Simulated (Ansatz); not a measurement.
Ansatz (an electronic-structure program) input for Mo(NMe)(S)(F)2 (CH3F2MoNS), SMILES C[N]=[Mo]([F])([F])=[S], multiplicity 1, PBE-D3(BJ)/def2-SVP. 

Ansatz 0.2 input:
```yaml
crystal:
  periodic: [false, false, false]
  atoms:
    - {symbol: Mo, position_ang: [-0.23502024, 0.24862731, 0.01820433]}
    - {symbol: N, position_ang: [0.57919938, -0.46374185, -1.33436660]}
    - {symbol: C, position_ang: [1.37107011, -1.20200234, -2.22682633]}
    - {symbol: H, position_ang: [1.22230642, -0.85487485, -3.25388403]}
    - {symbol: H, position_ang: [2.43092016, -1.08513358, -1.97001176]}
    - {symbol: H, position_ang: [1.10280469, -2.26388266, -2.17597386]}
    - {symbol: S, position_ang: [0.47148834, -0.71344104, 1.80342774]}
    - {symbol: F, position_ang: [-1.97523232, -0.21697276, -0.10018040]}
    - {symbol: F, position_ang: [0.34080885, 1.95417359, 0.15373245]}
basis:
  gaussian:
    orbitals: def2-SVP
hamiltonian:
  xc: pbe
  dispersion: d3bj
relax: {f_tol: 0.002, max_steps: 200}
```

Log of the run:

```
[...]
these checks for a lower state are left out or cut short: starts, cluster_reference, orbital_swaps, neighbouring_geometries, increment
integrals: 0.07 GiB planned
1308 factors; their error is unknown
mean field: 0.36 GiB planned
mean field -20684.29519365 eV, -760.1338280480 hartree, gradient 1.5e-5 eV, S^2 0.000000; 0 other end points of the search recorded, 0 dependent functions left out
the calculation of the forces begins
reference -20684.29526214 eV, -760.1338305648 hartree; 32, 32 occupied and 88, 88 virtual orbitals, 1308 factors
relax step   6: F+E_penalty+E_count = -20684.53527047 eV  Δ(F+E_penalty+E_count) = -2.066e-3 eV  max|allowed force component| = 9.332e-2 eV/Å  Δτ_max = 0.0450 Å  (34 SCF iters, accepted)
these checks for a lower state are left out or cut short: starts, cluster_reference, orbital_swaps, neighbouring_geometries, increment
integrals: 0.07 GiB planned
1308 factors; their error is unknown
mean field: 0.36 GiB planned
mean field evaluation 64: about -20684.2961 eV, gradient 2.1e-1 eV
mean field -20684.29625150 eV, -760.1338669232 hartree, gradient 2.1e-5 eV, S^2 0.000000; 0 other end points of the search recorded, 0 dependent functions left out
the calculation of the forces begins
reference -20684.29631997 eV, -760.1338694394 hartree; 32, 32 occupied and 88, 88 virtual orbitals, 1308 factors
relax step   7: F+E_penalty+E_count = -20684.53646757 eV  Δ(F+E_penalty+E_count) = -1.197e-3 eV  max|allowed force component| = 1.002e-1 eV/Å  Δτ_max = 0.0523 Å  (35 SCF iters, accepted)
these checks for a lower state are left out or cut short: starts, cluster_reference, orbital_swaps, neighbouring_geometries, increment
integrals: 0.07 GiB planned
1308 factors; their error is unknown
mean field: 0.36 GiB planned
mean field -20684.30000141 eV, -760.1340047297 hartree, gradient 1.2e-5 eV, S^2 0.000000; 0 other end points of the search recorded, 0 dependent functions left out
the calculation of the forces begins
reference -20684.30006972 eV, -760.1340072400 hartree; 32, 32 occupied and 88, 88 virtual orbitals, 1308 factors
relax step   8: F+E_penalty+E_count = -20684.54045135 eV  Δ(F+E_penalty+E_count) = -3.984e-3 eV  max|allowed force component| = 1.474e-2 eV/Å  Δτ_max = 0.1050 Å  (34 SCF iters, accepted)
these checks for a lower state are left out or cut short: starts, cluster_reference, orbital_swaps, neighbouring_geometries, increment
integrals: 0.07 GiB planned
1308 factors; their error is unknown
mean field: 0.36 GiB planned
mean field -20684.30117317 eV, -760.1340477910 hartree, gradient 1.3e-5 eV, S^2 0.000000; 0 other end points of the search recorded, 0 dependent functions left out
the calculation of the forces begins
reference -20684.30124131 eV, -760.1340502952 hartree; 32, 32 occupied and 88, 88 virtual orbitals, 1308 factors
relax step   9: F+E_penalty+E_count = -20684.54227253 eV  Δ(F+E_penalty+E_count) = -1.821e-3 eV  max|allowed force component| = 1.870e-1 eV/Å  Δτ_max = 0.0966 Å  (35 SCF iters, accepted)
these checks for a lower state are left out or cut short: starts, cluster_reference, orbital_swaps, neighbouring_geometries, increment
integrals: 0.07 GiB planned
1308 factors; their error is unknown
mean field: 0.36 GiB planned
mean field -20684.30390923 eV, -760.1341483395 hartree, gradient 2.1e-5 eV, S^2 0.000000; 0 other end points of the search recorded, 0 dependent functions left out
the calculation of the forces begins
reference -20684.30397733 eV, -760.1341508420 hartree; 32, 32 occupied and 88, 88 virtual orbitals, 1308 factors
relax step  10: F+E_penalty+E_count = -20684.54523606 eV  Δ(F+E_penalty+E_count) = -2.964e-3 eV  max|allowed force component| = 1.795e-1 eV/Å  Δτ_max = 0.0604 Å  (36 SCF iters, accepted)
these checks for a lower state are left out or cut short: starts, cluster_reference, orbital_swaps, neighbouring_geometries, increment
integrals: 0.07 GiB planned
1308 factors; their error is unknown
mean field: 0.36 GiB planned
mean field evaluation 96: about -20684.3162 eV, gradient 2.1e-5 eV
mean field -20684.31618599 eV, -760.1345995020 hartree, gradient 2.1e-5 eV, S^2 0.000000; 0 other end points of the search recorded, 0 dependent functions left out
the calculation of the forces begins
reference -20684.31625384 eV, -760.1346019955 hartree; 32, 32 occupied and 88, 88 virtual orbitals, 1308 factors
relax step  11: F+E_penalty+E_count = -20684.55849351 eV  Δ(F+E_penalty+E_count) = -1.326e-2 eV  max|allowed force component| = 5.884e-2 eV/Å  Δτ_max = 0.1832 Å  (42 SCF iters, accepted)
these checks for a lower state are left out or cut short: starts, cluster_reference, orbital_swaps, neighbouring_geometries, increment
integrals: 0.07 GiB planned
1308 factors; their error is unknown
mean field: 0.36 GiB planned
mean field -20684.31797913 eV, -760.1346653989 hartree, gradient 2.6e-5 eV, S^2 0.000000; 0 other end points of the search recorded, 0 dependent functions left out
the calculation of the forces begins
reference -20684.31804689 eV, -760.1346678887 hartree; 32, 32 occupied and 88, 88 virtual orbitals, 1308 factors
relax step  12: F+E_penalty+E_count = -20684.56033762 eV  Δ(F+E_penalty+E_count) = -1.844e-3 eV  max|allowed force component| = 1.736e-1 eV/Å  Δτ_max = 0.0951 Å  (35 SCF iters, accepted)
these checks for a lower state are left out or cut short: starts, cluster_reference, orbital_swaps, neighbouring_geometries, increment
integrals: 0.07 GiB planned
1308 factors; their error is unknown
mean field: 0.36 GiB planned
mean field -20684.32091105 eV, -760.1347731446 hartree, gradient 2.2e-5 eV, S^2 0.000000; 0 other end points of the search recorded, 0 dependent functions left out
the calculation of the forces begins
reference -20684.32097866 eV, -760.1347756293 hartree; 32, 32 occupied and 88, 88 virtual orbitals, 1308 factors
relax step  13: F+E_penalty+E_count = -20684.56381364 eV  Δ(F+E_penalty+E_count) = -3.476e-3 eV  max|allowed force component| = 1.462e-1 eV/Å  Δτ_max = 0.0670 Å  (36 SCF iters, accepted)
these checks for a lower state are left out or cut short: starts, cluster_reference, orbital_swaps, neighbouring_geometries, increment
integrals: 0.07 GiB planned
1308 factors; their error is unknown
mean field: 0.36 GiB planned
mean field -20684.32517463 eV, -760.1349298285 hartree, gradient 2.0e-5 eV, S^2 0.000000; 0 other end points of the search recorded, 0 dependent functions left out
the calculation of the forces begins
reference -20684.32524218 eV, -760.1349323109 hartree; 32, 32 occupied and 88, 88 virtual orbitals, 1308 factors
relax step  14: F+E_penalty+E_count = -20684.56826801 eV  Δ(F+E_penalty+E_count) = -4.454e-3 eV  max|allowed force component| = 1.212e-2 eV/Å  Δτ_max = 0.0672 Å  (34 SCF iters, accepted)
these checks for a lower state are left out or cut short: starts, cluster_reference, orbital_swaps, neighbouring_geometries, increment
integrals: 0.07 GiB planned
1308 factors; their error is unknown
mean field: 0.36 GiB planned
mean field -20684.32566881 eV, -760.1349479892 hartree, gradient 1.9e-5 eV, S^2 0.000000; 0 other end points of the search recorded, 0 dependent functions left out
the calculation of the forces begins
reference -20684.32573631 eV, -760.1349504697 hartree; 32, 32 occupied and 88, 88 virtual orbitals, 1308 factors
relax step  15: F+E_penalty+E_count = -20684.56897756 eV  Δ(F+E_penalty+E_count) = -7.096e-4 eV  max|allowed force component| = 3.624e-2 eV/Å  Δτ_max = 0.0501 Å  (35 SCF iters, accepted)
these checks for a lower state are left out or cut short: starts, cluster_reference, orbital_swaps, neighbouring_geometries, increment
integrals: 0.07 GiB planned
1308 factors; their error is unknown
mean field: 0.36 GiB planned
mean field evaluation 128: about -20684.3258 eV, gradient 2.1e-1 eV
mean field -20684.32593808 eV, -760.1349578849 hartree, gradient 2.1e-5 eV, S^2 0.000000; 0 other end points of the search recorded, 0 dependent functions left out
the calculation of the forces begins
reference -20684.32600558 eV, -760.1349603655 hartree; 32, 32 occupied and 88, 88 virtual orbitals, 1308 factors
relax step  16: F+E_penalty+E_count = -20684.56926674 eV  Δ(F+E_penalty+E_count) = -2.892e-4 eV  max|allowed force component| = 3.088e-2 eV/Å  Δτ_max = 0.0340 Å  (36 SCF iters, accepted)
these checks for a lower state are left out or cut short: starts, cluster_reference, orbital_swaps, neighbouring_geometries, increment
integrals: 0.07 GiB planned
1308 factors; their error is unknown
mean field: 0.36 GiB planned
mean field -20684.32588640 eV, -760.1349559854 hartree, gradient 2.1e-5 eV, S^2 0.000000; 0 other end points of the search recorded, 0 dependent functions left out
the calculation of the forces begins
reference -20684.32595388 eV, -760.1349584653 hartree; 32, 32 occupied and 88, 88 virtual orbitals, 1308 factors
relax step  17: F+E_penalty+E_count = -20684.56932051 eV  Δ(F+E_penalty+E_count) = -5.377e-5 eV  max|allowed force component| = 1.727e-2 eV/Å  Δτ_max = 0.0107 Å  (37 SCF iters, accepted)
these checks for a lower state are left out or cut short: starts, cluster_reference, orbital_swaps, neighbouring_geometries, increment
integrals: 0.07 GiB planned
1308 factors; their error is unknown
mean field: 0.36 GiB planned
mean field -20684.32587541 eV, -760.1349555817 hartree, gradient 2.1e-5 eV, S^2 0.000000; 0 other end points of the search recorded, 0 dependent functions left out
the calculation of the forces begins
reference -20684.32594292 eV, -760.1349580628 hartree; 32, 32 occupied and 88, 88 virtual orbitals, 1308 factors
relax step  18: F+E_penalty+E_count = -20684.56924993 eV  Δ(F+E_penalty+E_count) = +7.059e-5 eV  max|allowed force component| = 4.557e-2 eV/Å  Δτ_max = 0.0051 Å  (36 SCF iters, rejected (line search))
these checks for a lower state are left out or cut short: starts, cluster_reference, orbital_swaps, neighbouring_geometries, increment
integrals: 0.07 GiB planned
1308 factors; their error is unknown
mean field: 0.36 GiB planned
mean field -20684.32595699 eV, -760.1349585799 hartree, gradient 2.3e-5 eV, S^2 0.000000; 0 other end points of the search recorded, 0 dependent functions left out
the calculation of the forces begins
reference -20684.32602449 eV, -760.1349610602 hartree; 32, 32 occupied and 88, 88 virtual orbitals, 1308 factors
relax step  19: F+E_penalty+E_count = -20684.56935124 eV  Δ(F+E_penalty+E_count) = -3.073e-5 eV  max|allowed force component| = 1.723e-3 eV/Å  Δτ_max = 0.0025 Å  (26 SCF iters, accepted)
integrals: 0.07 GiB planned
1308 factors; their error is unknown
mean field: 0.36 GiB planned
mean field evaluation 160: about -20684.1113 eV, gradient 1.1e1 eV
mean field -20684.32595699 eV, -760.1349585799 hartree, gradient 2.3e-5 eV, S^2 0.000000; 1 other end points of the search recorded, 0 dependent functions left out
the calculation of the forces begins
reference -20684.32602449 eV, -760.1349610602 hartree; 32, 32 occupied and 88, 88 virtual orbitals, 1308 factors
Total energy: -20684.56941874 eV, -760.1439056338 hartree
Atom 0 at    -0.228110     0.248315     0.017309 Å, force     0.000124     0.000563     0.000847 eV/Å
Atom 1 at     0.437081    -0.439160    -1.418520 Å, force     0.000734    -0.000554     0.000892 eV/Å
Atom 2 at     1.335698    -1.230538    -2.180896 Å, force     0.000547    -0.001198    -0.001723 eV/Å
Atom 3 at     1.889478    -0.600999    -2.910943 Å, force     0.000033     0.000881    -0.000245 eV/Å
Atom 4 at     2.072333    -1.728236    -1.506954 Å, force    -0.000200     0.000411    -0.000586 eV/Å
Atom 5 at     0.784982    -2.013285    -2.746587 Å, force    -0.000443    -0.000180    -0.000085 eV/Å
Atom 6 at     0.999382    -0.526174     1.579293 Å, force    -0.001207     0.000698     0.001218 eV/Å
Atom 7 at    -1.966500    -0.403697     0.187236 Å, force     0.000138    -0.000153     0.000047 eV/Å
Atom 8 at    -0.015998     2.096526    -0.105816 Å, force     0.000274    -0.000467    -0.000365 eV/Å
Dipole moment:     0.235736    -0.240733    -0.482359 e Å
```

The calculation finished and met its thresholds.

Cost: very roughly 2.2 core-minutes.
